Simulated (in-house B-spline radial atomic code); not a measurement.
Configurations of Sm, with energies counted from [Xe] 4f6 6s2. Level of theory: scalar-relativistic (X2C) BHandHLYP, spin-polarised, spherical fractional occupations, exact exchange averaged over the configuration, Fermi nucleus of rms radius 5.0819 fm; calculated with an all-electron radial atomic-structure program (B-spline basis). Shells without spins written out take the highest spin.

Occupations are held fixed; configurations that lie above the ionisation limit could autoionise.

```tsv
configuration	E - E(ref) (eV)	highest orbital	its <r> (bohr)
[Xe] 4f6 6s1 6p1	1.8117	6p up	5.65
[Kr] 4d10 4f6 5s2 5p5 5d1 6s2	20.113	6s down	4.371
[Kr] 4d10 4f6 5s2 5p5 6s2 7d1	25.625	7d up	20.75
[Kr] 4d9 4f6 5s2 5p6 6s2 7d1	131.58	7d up	20.69
```

Q: Order these further configurations by energy, lowest first.
A. [Kr] 4d10 4f7 5s2 5p5 6s2
B. [Xe] 4f5 6s2 7p1
C. [Xe] 4f5 6s2 7d1
D. [Kr] 4d10 4f6 5s2 5p5 6s2 7p1
E. [Xe] 4f6 6s1 7s1

A: E (3.4288 eV), B (7.6049 eV), C (8.2714 eV), A (20.054 eV), D (24.963 eV).
